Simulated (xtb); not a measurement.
Si(AsH2)(F)(OH)2 (AsFH₄O₂Si), SMILES O[Si](O)(F)[AsH2]. All values are semi-empirical tight-binding results from xtb (GFN2-xTB unless named), good for trends rather than for accurate numbers. The structure is a stationary point at GFN2-xTB. The structure was generated by enumeration, and PubChem lists no compound with its InChIKey, so it may never have been made. Other conformers were not sampled.

**Question.** Estimate the properties. (An estimate is asked for; the answer gives what the named calculation found.)

**Answer.** 
```json
{
  "orbital_gap": "5.49 eV",
  "zero_point_energy": "28.1 kcal/mol",
  "G − E(el) at 298.15 K (modified RRHO)": "6.8 kcal/mol",
  "static polarisability (D4 model)": "77.0 bohr³",
  "solvation energy, GFN2-xTB/ALPB(water)": "-9.3 kcal/mol",
  "solvation energy, GFN2-xTB/ALPB(ether)": "-9.3 kcal/mol"
}
```
